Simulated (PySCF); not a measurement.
SiBrI, SMILES Br[Si]I (connectivity only; charge and spin as stated), neutral, multiplicity 1. Atoms are numbered in the order given.

```xyz
3

Si     1.2572     0.4953     0.0000
Br    -0.2785     2.1375     0.0000
I     -0.1482    -1.5424     0.0000
```
Charge 0, spin multiplicity 1.

Geometry: PBE0-D3(BJ)/def2-TZVP. The def2 effective core potentials stand for the cores of I; spin–orbit coupling is left out.

These are CAM-B3LYP/def2-TZVPD run with PySCF values and carry that method's errors.

Mulliken values depend strongly on the basis, most of all with diffuse functions as here. ESP charges are fitted to the potential on shells at 1.4 to 2.0 van der Waals radii. Atomic charges (e):

| atom | Mulliken | ESP fit |
|---|---|---|
| Si1 | 0.26 | 0.15 |
| Br2 | -0.17 | -0.08 |
| I3 | -0.09 | -0.07 |
